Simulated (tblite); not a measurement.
Compound: C₃H₁₂N₂OSi.
Z-matrix (Å and degrees, GFN2-xTB geometry), rows numbered from 1:
```
C 
Si  1  1.8994
O   2  1.6310  1  103.32
N   2  1.7281  1  118.16  3   117.74
C   4  1.4404  2  123.53  1    68.76
C   5  1.5333  4  113.58  2   -82.27
N   6  1.4531  5  110.00  4   176.22
H   1  1.0850  2  111.04  3    48.44
H   1  1.0861  2  111.24  3   168.27
H   1  1.0870  2  111.70  3   -71.38
H   2  1.4656  1  111.93  3  -120.55
H   3  0.9531  2  119.58  1   175.68
H   4  1.0108  2  116.41  1   -75.42
H   5  1.0973  4  109.19  2   155.87
H   5  1.0900  4  108.27  2    38.38
H   6  1.1057  5  108.82  4   -58.92
H   6  1.0927  5  108.73  4    58.24
H   7  1.0141  6  110.53  5  -179.09
H   7  1.0150  6  110.18  5    61.89
```

Computed values, GFN2-xTB/tblite, gas phase, harmonic and unscaled. Against measured fundamentals such values can be off by several per cent, at times by over 20. Modes of hydrogen on silicon can be 10 to 20 % off. One conformer, not necessarily the lowest.

Harmonic wavenumbers (cm⁻¹): 42.9, 67.2, 75.9, 110.1, 164.6, 214.0, 227.5, 254.5, 283.6, 293.7, 322.2, 475.6, 530.3, 658.7, 683.4, 714.2, 785.2, 800.9, 824.9, 837.4, 873.6, 903.0, 919.1, 967.7, 1071.1, 1118.3, 1136.9, 1168.3, 1220.2, 1275.9, 1313.5, 1363.3, 1376.2, 1378.6, 1484.9, 1488.0, 1491.7, 1496.4, 1563.4, 2220.6, 2794.9, 2900.2, 2976.3, 3000.3, 3029.4, 3040.3, 3056.1, 3384.1, 3416.5, 3420.3, 3677.1.

A = 4322, B = 994.9, C = 864.8 MHz; mass 120.072 u (most abundant isotopes); point group C1, symmetry number 1.

Question: What is the zero-point energy?

Answer: Half the sum of the wavenumbers: 34446 cm⁻¹ = 412.07 kJ/mol.

Question: What is S at 298.15 K and 1 bar for an ideal gas of classical rigid rotors and harmonic oscillators?

Answer: Translation 168.57, rotation 120.70, vibration 138.20: S = 427.5 J/(mol K).

Question: And Cp and H(298.15 K) − H(0)?

Answer: Cp = 166.78 J/(mol K), of which vibrations give 133.52 (their classical limit is 51 R = 424.0); H(298.15 K) − H(0) = 31.06 kJ/mol without the zero-point energy, 21.14 from vibrations.

Question: Which modes carry the vibrational entropy at 298.15 K?

Answer: 42.9 cm⁻¹: 21.42; 67.2 cm⁻¹: 17.71; 75.9 cm⁻¹: 16.71; 110.1 cm⁻¹: 13.67; 164.6 cm⁻¹: 10.44; 214.0 cm⁻¹: 8.41 J/(mol K); the other 45 give 49.83 together.

Question: What must be added to the electronic energy to get the Gibbs energy at 298.15 K and 1 bar?

Answer: ZPE + [H(298.15 K) − H(0)] − T·S = 412.07 + 31.06 − 127.45 = 315.68 kJ/mol.

Question: Blend soft modes into free rotors: weight 1/[1 + (100 cm⁻¹/ν̃)⁴] for the oscillator and the rest for a rotor with moment μB/(μ + B), μ = h/(8π²ν), B = 10⁻⁴⁴ kg m². What vibrational entropy results?

Answer: 125.49 J/(mol K) in place of 138.20, which changes −T·S at 298.15 K by +3.79 kJ/mol.

Question: How do the functions run with temperature in this model?

Answer: 
```
T (K)  S (J/(mol K))  Cp (J/(mol K))  H − H(0) (kJ/mol)  G − H(0) (kJ/mol)  ln q(vib)
  150          335.7           107.7              10.77             -39.59       3.70
  250          399.9           147.2              23.50             -76.47       6.70
  400          482.1           205.9              50.08            -142.75      10.95
  600          577.7           266.0              97.65            -248.96      16.32
  900          697.6           324.5             186.93            -440.87      23.71
```

q(vib) and H(0) count from the zero-point level.

Hindered rotation and anharmonicity are outside this model. Other conformers, if any are populated, would add a mixing term that is left out. The structure is chiral; the term R ln 2 for an equal mix with its mirror image is left out.
